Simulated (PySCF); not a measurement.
The same groups moved round the core (benzothiophene methyl+silyl). All species are isolated molecules in the gas phase. Strings in code marks are SMILES.

Quantity: electronic energy of isomers of C9H10SSi relative to `Cc1c([SiH3])sc2ccccc12`, in eV.

Case: `Cc1c([SiH3])ccc2ccsc12`. Geometry of `Cc1c([SiH3])ccc2ccsc12` (neutral, multiplicity 1, Å):

```xyz
21

C      0.9298     2.1026    -0.0519
C      0.3634     0.7050    -0.0217
C      1.1988    -0.4279    -0.1052
Si     3.0657    -0.2538    -0.2589
C      0.6313    -1.7257    -0.0737
C     -0.7372    -1.9287     0.0380
C     -1.5912    -0.8148     0.1228
C     -3.0260    -0.7698     0.2431
C     -3.5105     0.5024     0.2990
S     -2.2655     1.7211     0.2100
C     -1.0192     0.4861     0.0910
H      1.4860     2.2863    -0.9860
H      0.1464     2.8694     0.0228
H      1.6335     2.2647     0.7812
H      3.6672    -1.6162    -0.3257
H      3.6479     0.4760     0.9077
H      3.4481     0.5053    -1.4878
H      1.2902    -2.5954    -0.1393
H     -1.1521    -2.9392     0.0602
H     -3.6557    -1.6595     0.2847
H     -4.5510     0.8123     0.3896
```

**Question.** What electronic energy of isomers of C9H10SSi relative to `Cc1c([SiH3])sc2ccccc12` does M06-2X/def2-TZVP // B3LYP-D3(BJ)/def2-SVP (PySCF) give?

**Answer.** 0.141 eV.
